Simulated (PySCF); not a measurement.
CH5GaS2.

```xyz
9

Ga     0.2862    -0.0729    -0.0199
C      2.1827    -0.5820    -0.1405
H      2.2722    -1.6787    -0.0956
H      2.7430    -0.1578     0.7066
H      2.6274    -0.2277    -1.0815
S     -0.8373    -0.3862     1.8775
H     -2.0148     0.0931     1.4159
S     -0.7647     0.8101    -1.7728
H     -1.9646     0.9403    -1.1621
```
Charge 0, spin multiplicity 1.

The structure is a stationary point at B3LYP-D3(BJ)/def2-SVP. The structure was generated by enumeration; whether it is a known compound was not checked. The values are those of a single conformer.

Method: HF/pcSseg-1 run with PySCF. Non-relativistic, no solvent.

**Question.** Give the absolute GIAO shielding of each atom: isotropic value and principal components (ppm). (Estimate from the structure and the level; the computed values follow.)

**Answer.** 
```
atom  σ(iso)     σ11     σ22     σ33   span
----  ------  ------  ------  ------  -----
Ga1   1362.0  1240.8  1366.6  1478.6  237.8
C2     197.4   190.2   199.5   202.4   12.1
H3      31.4    26.0    28.2    40.0   14.0
H4      31.4    25.7    28.5    39.9   14.2
H5      31.4    25.3    29.0    39.8   14.5
S6     709.7   626.9   697.6   804.8  177.9
H7      31.0    22.7    28.5    41.9   19.2
S8     706.6   621.6   693.5   804.7  183.2
H9      31.0    22.6    28.5    41.8   19.3
```
